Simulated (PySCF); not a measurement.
**Energy of W (tungsten, neutral) between two integer charges**

The 6s beta orbital of [Xe] 4f14 5d4 6s2 is emptied in steps (occupation f), with all orbitals relaxed, ending at [Xe] 4f14 5d4 6s1. All numbers are calculated (PySCF 2.14, a scalar-relativistic core potential, in aug-cc-pVTZ-PP with ECP60MDF (6s6p5d3f2g, 88 functions)). The exact energy is a straight line in f; departures are measured from the line between the end points of the same method.

Task: Among UHF, LDA, PBE, which shows the largest delocalisation error (convex curve), and which is closest to linear?

Result: Most convex: LDA (-0.727 eV at f = 0.5); closest to linear: UHF (0.043 eV).

```
   f  UHF (eV)  LDA (eV)  PBE (eV)
   1     0.000     0.000     0.000
0.75     0.034    -0.542    -0.521
 0.5     0.043    -0.727    -0.698
0.25     0.030    -0.546    -0.524
   0     0.000     0.000     0.000
```

```
method  E(f=0) − E(f=1) (eV)  −ε at f=1 (eV)  −ε at f=0.5 (eV)
   UHF                 5.886           6.076             5.877
   LDA                 7.908           5.032             7.898
   PBE                 7.484           4.724             7.472
```

Reference removal energy between the ground levels: 7.864 eV (measured; NIST Atomic Spectra Database, ionization energies). The calculation has no spin-orbit coupling. UHF lacks correlation.
